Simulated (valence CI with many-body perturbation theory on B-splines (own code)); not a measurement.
## Tb LIII: key properties

Level of theory: configuration interaction combined with many-body perturbation theory (CI+MBPT): three valence electrons over a frozen Dirac-Fock core [Ne], a basis of 9 s, 9 p, 8 d, 6 f, 3 g, 1 h functions for each j, with the one-electron correlation potential Σ1, the two-electron term Σ2, the three-electron term Σ3, Breit, model QED; selected CI, second order for the rest, scaled by the run's own slope (own B-spline code, finite nucleus).

No measured spectrum was set against this ion. As an estimate, large intervals hold to a few tenths of a per cent, small ones and those within an open d or f shell to about a per cent.

Levels are named by their leading jj configuration (3d3/2^4 stands for four electrons in 3d with j = 3/2), which in mixed levels can hold well under half, so a name can repeat and another be missing.

Rates and lifetimes use the calculated energies. Strong lines usually hold to 10 to 20 %, long lifetimes can be off by a factor of two.

(1) What is the ground level?

(2) What are the static dipole polarisabilities of the lowest levels?

(3) Name the longest-lived excited levels whose lifetime is computed, and their main decay.

(4) Where does the other parity begin?

(5) What is the ionisation energy?

Answers

(1) (3s^2 3p1/2) J=1/2, composition 99 % 3s²3p ²P°, g = 0.652.

(2) (3s^2 3p1/2) J=1/2 0.00528 bohr³, of which the core gives 8.09e-05.

(3) (3s 3p3/2 3d5/2) J=9/2 at 727.11 eV lives 30.8 ns, mostly by M1 to (3s 3p1/2 3d5/2) J=7/2; (3s^2 3p3/2) J=3/2 at 196.78 eV lives 19.3 ns, mostly by M1 to (3s^2 3p1/2) J=1/2.

(4) At (3s 3p1/2^2) J=1/2, 135.98 eV.

(5) 4878.8 eV; NIST lists 4877 ± 4 eV (theoretical).
